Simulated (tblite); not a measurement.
Compound: C₇H₄F (doublet state).
Atom-mapped SMILES: `[C:1]#[C:2][C:3]1=[C:4]([F:5])[CH2:6][CH:7]=[CH:8]1` (hydrogens: H9, H10 on C6; H11 on C7; H12 on C8)
Bond orders are those of one Lewis drawing.

Computed with GFN2-xTB (tblite), gas phase: L-BFGS steps from a force-field or distance-geometry start until the largest atomic force falls under 0.01 eV/Å.

Step 3: E = -585.7073 eV
```
atom  x, y, z in Å  |  force x, y, z in eV/Å
C1      3.0984   -0.5026    1.9119   -3.571   0.588  -2.205
C2      2.0404   -0.3251    1.2555    2.098  -0.434   1.308
C3      0.8195   -0.1561    0.5081   -0.112  -0.135  -0.032
C4      0.3088    1.0000   -0.0371    0.507  -0.452   0.431
F5      0.8986    2.1950    0.0669   -0.305  -0.030  -0.193
C6     -0.9943    0.7782   -0.7489    0.304  -0.114   0.200
C7     -1.1895   -0.6961   -0.5523    0.510   0.007   0.320
C8     -0.1657   -1.2051    0.1571    0.351   0.349   0.111
H9     -1.8066    1.3554   -0.2949    0.097   0.030  -0.114
H10    -0.9271    1.0365   -1.8103   -0.037   0.088   0.109
H11    -2.0345   -1.2493   -0.9284    0.099   0.153   0.023
H12    -0.0468   -2.2315    0.4464    0.060  -0.050   0.042
```

Step 4: E = -585.8251 eV
```
atom  x, y, z in Å  |  force x, y, z in eV/Å
C1      3.0736   -0.4985    1.8967   -2.093   0.343  -1.289
C2      2.0390   -0.3263    1.2548    0.948  -0.262   0.600
C3      0.8204   -0.1575    0.5090   -0.141  -0.109  -0.055
C4      0.3178    0.9912   -0.0293    0.210  -0.082   0.173
F5      0.8935    2.1949    0.0636   -0.213  -0.024  -0.138
C6     -0.9894    0.7762   -0.7457    0.324  -0.066   0.202
C7     -1.1808   -0.6962   -0.5468   -0.003   0.050   0.003
C8     -0.1609   -1.1995    0.1584    0.465  -0.205   0.302
H9     -1.8053    1.3560   -0.2968    0.168  -0.013  -0.093
H10    -0.9279    1.0381   -1.8088    0.011   0.050   0.180
H11    -2.0330   -1.2468   -0.9281    0.261   0.211   0.106
H12    -0.0458   -2.2322    0.4471    0.064   0.107   0.010
```

Problem. Estimate the geometry and energy of step 5. (The exact step hangs on the optimiser's Hessian estimate; all steps are aligned on step 4, rigid shifts and turns removed.)

Solution. E = -585.8733 eV, largest force 2.213 eV/Å
```
atom  x, y, z in Å  |  force x, y, z in eV/Å
C1      3.0300   -0.4914    1.8699    1.335  -0.215   0.835
C2      2.0307   -0.3290    1.2502   -1.879   0.198  -1.152
C3      0.8196   -0.1610    0.5094   -0.171  -0.130  -0.068
C4      0.3295    0.9831   -0.0194   -0.194   0.217  -0.144
F5      0.8842    2.1944    0.0575   -0.030   0.077  -0.048
C6     -0.9767    0.7728   -0.7377    0.143  -0.018   0.091
C7     -1.1762   -0.6950   -0.5436    0.624  -0.152   0.400
C8     -0.1450   -1.2037    0.1679   -0.416   0.203  -0.291
H9     -1.7996    1.3561   -0.3007    0.241  -0.047  -0.034
H10    -0.9280    1.0406   -1.8027    0.095   0.009   0.237
H11    -2.0239   -1.2386   -0.9246    0.103   0.080   0.044
H12    -0.0433   -2.2289    0.4477    0.149  -0.221   0.128
```

The energy changes by -0.0483 eV. The first-order estimate −F·Δx gives -0.1511 eV and the mean of the old and new forces, exact on a quadratic surface, -0.0429 eV. The step makes an angle of 35° with the force vector and moves no atom by more than 0.052 Å.

The cost below is that of the whole relaxation. Time: 0.23 s of wall time. Hardware: an Arm Neoverse V2 with one thread, shared host with 96 logical CPUs at a one-minute load of 39.
